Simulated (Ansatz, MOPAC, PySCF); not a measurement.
Pair of molecules: N2 (SMILES N#N) (first 2 atoms) with C2H6O (SMILES CCO); geometry from B3LYP-D3(BJ)/def2-TZVP, rigid monomers moved along the line of their centres of mass till N2···H11 is 4.28 Å.
(charge 0, multiplicity 1):
```xyz
11

N      1.14415     0.98750    -0.19306
N      0.77129     0.24647     0.51469
C     -1.97948     0.06115     5.51199
C     -0.52456    -0.30160     5.76067
O     -0.17338    -1.57277     5.22566
H     -2.22473     1.01846     5.97841
H     -2.63953    -0.70449     5.92237
H     -2.18370     0.14903     4.44170
H      0.13473     0.48037     5.36193
H     -0.32902    -0.37322     6.83161
H     -0.27423    -1.53384     4.26848
```

```csv
level,interaction energy (kJ/mol),cost
PM7,-3.7,-
HF/6-31G*,-0.5,-
BP86/6-31G* (no counterpoise),-0.5,-
B3LYP/6-31G* (no counterpoise),-0.5,-
B3LYP/def2-TZVPPD,-0.3,×2
B3LYP-D3(BJ)/def2-TZVPPD,-0.8,×2
B3LYP-D4/def2-TZVPPD,0.2,×2
PBE0-D3(BJ)/def2-TZVPPD,-1.0,×1
PBE0-D4/def2-TZVPPD,-0.4,×1
wB97M-V/def2-TZVPPD,-0.9,×3
MP2/6-31G*,-0.9,-
MP2/aug-cc-pVDZ,-0.9,-
SCS-MP2/aug-cc-pVDZ,-0.8,-
CCSD(T)/aug-cc-pVDZ,-0.9,×20
```

The rows run from -3.7 (PM7) to 0.2 kJ/mol (B3LYP-D4/def2-TZVPPD). The dispersion term adds -0.5 in B3LYP-D3(BJ), 0.5 in B3LYP-D4.

Monomers are frozen at their geometry in the pair; levels with a basis set take the counterpoise correction. Rows marked so take none.

Frozen-core correlation. Rows in 6-31G* carry no dispersion term and start afresh at each structure (6-31G* with six Cartesian d functions). MP2/6-31G* freezes PySCF's default core. The state that PM7 reach isn't checked; PM7 holds dispersion and hydrogen-bond terms.

Run with Ansatz (a first-principles code); MOPAC for PM7 (differences of heats of formation); PySCF for 6-31G* rows, the dispersion terms. 

Costs are rough ratios of core time to PBE/def2-TZVPPD (about 11 s over the structures, on one shared machine); a dash marks a level with no comparable run of its own.
